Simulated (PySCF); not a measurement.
Species: C6H7ClF (doublet state).
Z-matrix (Å and degrees, GFN2-xTB geometry), rows numbered from 1:
```
F 
C   1  1.3534
C   2  1.4734  1  118.89
C   3  1.4932  2  102.50  1  -179.27
C   4  1.5374  3   97.75  2     0.46
C   5  1.5390  4  102.20  3   -44.56
C   5  1.5412  4  100.69  3    45.30
Cl  7  1.7639  2  115.88  1   -47.04
H   3  1.0682  2  127.33  1   -13.18
H   4  1.0945  3  113.36  2   119.61
H   4  1.0945  3  113.19  2  -117.74
H   5  1.0840  4  118.27  3   179.10
H   6  1.0851  2  112.80  1    47.33
H   6  1.0863  2  116.60  1   -83.24
H   7  1.0892  2  117.16  1    82.12
```

The hyperfine couplings belong to this conformer and change with its torsions.

The species is `F[C@@]12[CH]C[C@@H](C1)[C@H]2Cl` [radical].

Level of theory: UKS B3LYP, pcH-1 on C Cl F H, non-relativistic, mean-field spin-orbit, GIAO (PySCF). Isolated species at its GFN2-xTB geometry, gas phase. The geometry wasn't refined by DFT: couplings that depend on bond lengths, twists or pyramidal angles can differ widely from those at the functional's own minimum. Stability of the SCF solution: not tested.

The isotropic 13C couplings are +103.6, +84.0, +43.8, -38.5, -30.3, -2.0 MHz. Assign them to C2; C3; C4; C5; C6; C7.

```
site  a_iso (MHz)  ρ(0) (bohr⁻³)                 position  distance from C3 (Å)  spin population  largest |T| (MHz)
  C2        -38.5        -0.0343           1 bond from C3                  1.47            -0.07                2.9
  C3       +103.6        +0.0923  largest spin population                  0.00            +1.00              158.6
  C4        -30.3        -0.0270           1 bond from C3                  1.49            -0.08                2.4
  C5         -2.0        -0.0018          2 bonds from C3                  2.28             0.00                2.3
  C6        +43.8        +0.0389          2 bonds from C3                  2.35            +0.04               10.3
  C7        +84.0        +0.0747          2 bonds from C3                  2.33            +0.06               10.5
```

ρ(0) is the spin density at the nucleus and T the dipolar tensor; a_iso includes a spin–orbit part. The Mulliken spin populations are largest on C3 (+1.00), C4 (-0.08) and C2 (-0.07). No atom but C3 exceeds +0.15. The positive populations add up to 1.20 and the negative ones to -0.20, together 2S = 1. The angles at C3 add up to 358.3°, so it is nearly planar; its axial dipolar tensor and the negative coupling of its proton fit spin in a p orbital normal to that plane.
